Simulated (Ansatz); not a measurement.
Reactions of `C[SiH2][SiH](O)F`.

Isolated molecules relaxed with PBE0-D4/def2-TZVP in Ansatz; ΔE leaves out vibrations. CCSD(T)/CBS adds triple-zeta CCSD(T) − MP2 to the extrapolated MP2 energy (def2 sets, frozen cores). This one scheme is used for every species. Open shells (•) are unrestricted, without spin–orbit coupling. For Br, Ga outer-core shells are correlated without core-valence functions, which leaves a few kJ/mol of doubt a bond. Scalar relativity is left out up to krypton. One conformer a species, not always the lowest.

| reaction | CCSD/CBS(def2) (kcal/mol) | CCSD(T)/CBS(def2) (kcal/mol) |
| --- | --- | --- |
| `C[SiH2][SiH](O)F` + `C[SiH](O)F` → `O[Si@H](F)C[Si@H](O)F` + `C[SiH3]` | -10.1 | -10.2 |
| `C[SiH2][SiH](O)F` + H₂ → `O[SiH2]F` + `C[SiH3]` | -8.7 | -7.5 |
| `C[SiH2][SiH](O)F` + H–F → `C[SiH2][SiH](F)F` + H₂O | -9.7 | -9.4 |
| `C[SiH2][SiH](O)F` + `C1=C[SiH2]1` → `C[SiH2]C1=C[SiH2]1` + `O[SiH2]F` | -8.5 | -8.6 |
| `C[SiH2][SiH](O)F` + SiH₄ → `C[SiH2][SiH](F)[SiH3]` + H₂O | 26.9 | 26.2 |
| `C[SiH2][SiH](O)F` + HBr → `O[SiH](F)[SiH2]Br` + CH₄ | -24.5 | -24.5 |
| `C[SiH2][SiH](O)F` + `[SH][GaH2]` → `C[SiH2][S][GaH2]` + `O[SiH2]F` | -18.9 | -19.0 |
| `C[SiH2][SiH](O)F` + disilane → `O[SiH](F)[SiH2][SiH3]` + `C[SiH3]` | -1.3 | -1.5 |
| `C[SiH2][SiH](O)F` + HCl → `C[SiH2][SiH](F)Cl` + H₂O | 0.1 | -0.3 |
| `C[SiH2][SiH](O)F` → `O[SiH]F`• + `C[SiH2]`• | 80.7 | 82.0 |

Largest T1 diagnostic: 0.014, for `O[SiH]F`•.
